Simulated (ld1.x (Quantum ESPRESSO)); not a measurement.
## What one change does to a pseudopotential (B, RRKJ)

| Item | Value |
| --- | --- |
| Element | B |
| Generator | ld1.x (Quantum ESPRESSO) 7.5 |
| Type | norm-conserving RRKJ (Kleinman–Bylander form) |
| Functional | LDA (PZ) |
| Relativity | scalar-relativistic |
| Frozen core | [He] |
| Valence charge | 3 |
| Reference configuration | 2s2 2p1 |
| Partial waves | 2p (bound): rc 3.25 bohr; 3d channel at 0.05 Ry: rc 2.60 bohr; 2s (bound): rc 1.20 bohr |
| Local potential | the s channel |
| Core correction | a·sin(br)/r model core inside 0.70 bohr |

All-electron outer shells of the reference configuration (LDA (PZ), scalar-relativistic, ld1.x):

```json
{"shell": "1s", "level (eV)": "-178.66", "outermost node (bohr)": "–", "outermost maximum (bohr)": "0.21"}
{"shell": "2s", "level (eV)": "-9.39", "outermost node (bohr)": "0.46", "outermost maximum (bohr)": "1.52"}
{"shell": "2p", "level (eV)": "-3.72", "outermost node (bohr)": "–", "outermost maximum (bohr)": "1.55"}
```

Change: local potential the p channel.

Cutoffs: the cutoffs (Ry, on a coarse ladder) from which the occupation-weighted sum of valence levels, in a spherical-Bessel basis at the reference potential, stays within 10 and 1 mRy of its value at 400 Ry; they do not see the model core or the augmentation charge, which bear on the density cutoff. Errors are all-electron minus pseudo energies relative to the spin-unpolarised reference configuration.

Problem. Predict the effect on cutoff, ghosts and configuration errors.

Solution. The potential gets neither clearly harder nor softer (21 Ry and 55 Ry → 25 Ry and 40 Ry); of the 9 tests that both files solve, the error grows in 1 and shrinks in 7 by more than 15 % and 0.3 meV (median size 72.6 → 72.2 meV); the range in which the s phases agree narrows (upper end 3.9 → 0.3); neither file shows a bound ghost.

```tsv
quantity	base	changed
cutoff, loose	21 Ry	25 Ry
cutoff, tight	55 Ry	40 Ry
loose cutoff by channel (10 mRy a level)	p 10 Ry, s 18 Ry	s 21 Ry, p 10 Ry
bound ghosts	none	none
error for 2s2 2p0, meV [ΔE 8.33 eV]	+154	+106
error for 2s1 2p0, meV [ΔE 33.63 eV]	+453	+339
error for 2s2 2p0.5, meV [ΔE 2.94 eV]	+23	+13
error for 2s2 2p1.3, meV [ΔE -0.77 eV]	+2.4	+0.1
error for 2s1 2p2, meV [ΔE 5.69 eV]	-28	-19
error for 2s1 2p1, meV [ΔE 14.28 eV]	-73	-76
error for 2s0 2p3, meV [ΔE 11.40 eV]	-109	-72
error for 2s2 2p1 (spin-polarised), meV [ΔE -0.23 eV]	+2.5	+3.9
error for 2s1 2p0 (spin-polarised), meV [ΔE 32.90 eV]	+450	+333
s: phases at 3.57 bohr within 0.05 rad from the reference energy up to (Ry; the scan ends near 5)	3.9	0.3
p: phases at 3.57 bohr within 0.05 rad from the reference energy up to (Ry; the scan ends near 5)	0.5	0.4
d: phases at 3.57 bohr within 0.05 rad from the reference energy up to (Ry; the scan ends near 5)	2.7	1.7
```
